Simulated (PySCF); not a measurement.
All values below come from TPSSh-D3(BJ)/def2-TZVP // r2SCAN-D4/def2-SVP run with PySCF 2.14.0. All species are isolated molecules in the gas phase. One relaxed conformer stands for a flexible species; it need not be the lowest. 

Reference species: [Mo(Cl)6] (neutral, multiplicity 1).

| Property | Result |
|---|---|
| HOMO–LUMO gap | 2.29 eV |
| coordination number | 6 |
| LUMO | -6.19 eV |

Changed species: [Mo(Cl)2(OH)4] (4 of 6 Cl replaced by OH; the reference has 0 of 6 Cl replaced by OH).

**Question.** What does the change do to the HOMO–LUMO gap, coordination number and LUMO?

**Answer.** the HOMO–LUMO gap increases by 0.58 eV, to 2.87 eV; the coordination number stays essentially unchanged; the LUMO goes up by 1.39 eV, to -4.80 eV.
